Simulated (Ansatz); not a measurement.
The cluster Cd₂Cl₂⁺. The state is a doublet with charge 1. Geometry PBE-D4/def2-SVP.

Cartesian coordinates in Å:
```
Cd 0.131 1.080 -0.316
Cd -0.403 -3.106 0.913
Cl 1.069 -1.077 0.139
Cl -0.797 3.102 -0.736
```

In the def2 sets Cd takes a core potential; there is no spin–orbit coupling. B3LYP takes the VWN-RPA correlation. The structure comes from a short search, and lower isomers may exist.

Estimate the α-spin orbital energies around the gap (eV) in Ansatz with PBE-D4/def2-SVP, r2SCAN-D4/def2-TZVP, B3LYP-D4/def2-TZVP, PBE0-D4/def2-TZVP, ωB97M-V/def2-TZVP.


```csv
orbital,PBE-D4/def2-SVP,r2SCAN-D4/def2-TZVP,B3LYP-D4/def2-TZVP,PBE0-D4/def2-TZVP,ωB97M-V/def2-TZVP
HOMO−9,-18.36,-18.83,-20.13,-20.56,-23.17
HOMO−8,-18.25,-18.76,-20.09,-20.53,-23.17
HOMO−7,-18.25,-18.76,-20.09,-20.53,-23.16
HOMO−6,-14.63,-14.95,-15.69,-15.94,-18.22
HOMO−5,-13.62,-14.00,-14.74,-14.99,-17.27
HOMO−4,-12.93,-13.37,-14.12,-14.39,-16.71
HOMO−3,-12.81,-13.06,-13.70,-13.90,-15.99
HOMO−2,-11.14,-11.50,-12.22,-12.44,-14.67
HOMO−1,-11.08,-11.43,-12.20,-12.42,-14.66
HOMO,-11.00,-11.38,-11.82,-11.93,-13.84
LUMO,-7.68,-7.51,-7.12,-6.78,-4.85
LUMO+1,-6.32,-6.25,-6.01,-5.83,-4.18
LUMO+2,-6.17,-6.12,-5.87,-5.69,-4.00
LUMO+3,-5.13,-4.99,-4.84,-4.54,-3.03
LUMO+4,-5.09,-4.91,-4.80,-4.48,-3.00
LUMO+5,-4.79,-4.45,-4.36,-4.17,-2.52
β HOMO,-11.07,-11.43,-12.20,-12.42,-14.66
β LUMO,-10.28,-9.90,-9.78,-9.27,-7.56
```
